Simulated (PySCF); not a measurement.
**A series of derivatives of CC=C[SiH2]NC**

Parent skeleton `[CH3:1][CH:2]=[CH:3][SiH2:4][NH:5][CH3:6]`; one hydrogen on atom 4 is replaced by X. Hydrogens on one atom are averaged.

Method: geometry: GFN2-xTB, σ from GIAO-PBE0/pcSseg-1, in PySCF 2.14.0 with density-fitted response routines (one conformer, non-relativistic Hamiltonian, rapidly exchanging positions averaged, isolated molecule).

Referencing at the same level of theory: TMS for ¹³C (186.93 ppm) and ²⁹Si (349.16 ppm) and ¹H (31.72 ppm); ¹⁵N (267.73 ppm) vs NH3.

Parent (X = H): C1 27.1, C2 153.5, C3 129.8, Si4 -43.0, N5 9.6, C6 32.5, H(C1) 2.00, H(C2) 6.55, H(C3) 5.81 ppm. Effects are Δδ = δ(X) − δ(H), positive for deshielding.

Known members:
```json
{"X": "OCH3", "C1": "-0.7", "C2": "-0.5", "C3": "+1.4", "Si4": "+13.2", "N5": "+16.2", "C6": "-4.1", "H(C1)": "-0.09", "H(C2)": "-0.04", "H(C3)": "-0.19"}
```

Four more derivatives gave (Δδ, ppm):
```
compound    C1    C2    C3    Si4     N5    C6  H(C1)  H(C2)  H(C3)
       1  -2.9  +5.2  -0.1  -11.1  +17.3  -0.9  +0.07  +0.40  -0.03
       2  -3.9  +6.1  -0.2  +17.0  +14.8  -1.1  +0.21  +0.51  -0.12
       3  -0.2  -0.6  +4.3  +18.3   +9.9  -1.0  -0.01  +0.07  +0.14
       4  -0.5  -2.7  +4.5   +9.9   +8.3  -1.3  -0.02  -0.43  +0.55
```

Problem. Their substituents are CH3, NHCHO, ethynyl, nPr. Which is which?

Solution. 1: X = ethynyl (C#C[Si@H](/C=C\C)NC); 2: X = CH3 (C/C=C\[Si@@H](C)NC); 3: X = nPr (C/C=C/[Si@@H](CCC)NC); 4: X = NHCHO (C/C=C/[Si@@H](NC)NC=O).

Experimental scales use liquid or dissolved standards, which lie at an offset from isolated NH3 (liquid NH3: subtract about 20 ppm).
